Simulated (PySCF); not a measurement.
AlCl₂Br, SMILES [Al]([Cl])([Br])[Cl]. Atoms are numbered in the order given.

```xyz
4

Al     0.0000     0.0000     0.5153
Cl     0.0000     1.7962     1.5645
Cl     0.0000    -1.7962     1.5645
Br     0.0000     0.0000    -1.7112
```
Charge 0, spin multiplicity 1.

Coordinates come from a PBE0-D3(BJ)/def2-SVP optimisation.

These are CAM-B3LYP/def2-TZVPD (PySCF) values and carry that method's errors.

Computed frontier levels, gap, dipole moment and polarisability:
| Item | Value |
|---|---|
| highest occupied level | -10.32 eV |
| lowest empty level | -0.78 eV |
| orbital gap | 9.55 eV |
| dipole moment | 0.24 D |
| quadrupole, principal values (traceless, Buckingham form, about the centre of nuclear charge) | -3.69, -2.42, 6.11 D·Å |
| mean static polarisability | 71.1 bohr³ (10.54 Å³) |
| polarisability, principal values | 56.4, 75.4, 81.5 bohr³ |
